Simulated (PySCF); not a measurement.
3-chloro-1H-silole (C₄H₅ClSi), SMILES ClC1=C[SiH2]C=C1. Heavy atoms are numbered as in [Cl:1][C:2]1=[CH:3][SiH2:4][CH:5]=[CH:6]1. Hydrogens are named by the atom that carries them.

The structure is a stationary point at r2SCAN-D4/def2-SVP.

Computed with CAM-B3LYP/def2-TZVP in PySCF.

Atomic charges (e), one atom of each kind:

```
atom        Mulliken    IAO
----------  --------  -----
Cl1              ___  -0.04
C2               ___   0.01
C3 (CH)          ___  -0.47
Si4 (SiH2)      0.34   0.83
C5 (CH)          ___  -0.43
C6 (CH)        -0.14  -0.13
H on C3         0.15   0.17
H on Si4       -0.04  -0.12
H on C5         0.14   0.16
H on C6          ___   0.16
```

Q: Fill in the missing entries. (An estimate is asked for; the answer gives what the named calculation found.)

A: 
- Cl1, Mulliken: -0.09
- C2, Mulliken: 0.11
- C3 (CH), Mulliken: -0.30
- C5 (CH), Mulliken: -0.27
- H on C6, Mulliken: 0.14

Computed Mayer and Wiberg (Löwdin basis) orders of the bonds:
| bond | Mayer | Wiberg |
|---|---|---|
| Cl1–C2 | 1.08 | 1.66 |
| C2–C3 | 1.77 | 1.94 |
| C3–Si4 | 0.96 | 1.08 |
| Si4–C5 | 0.96 | 1.07 |
| C2–C6 | 1.01 | 1.21 |
| C5–C6 | 1.86 | 2.00 |
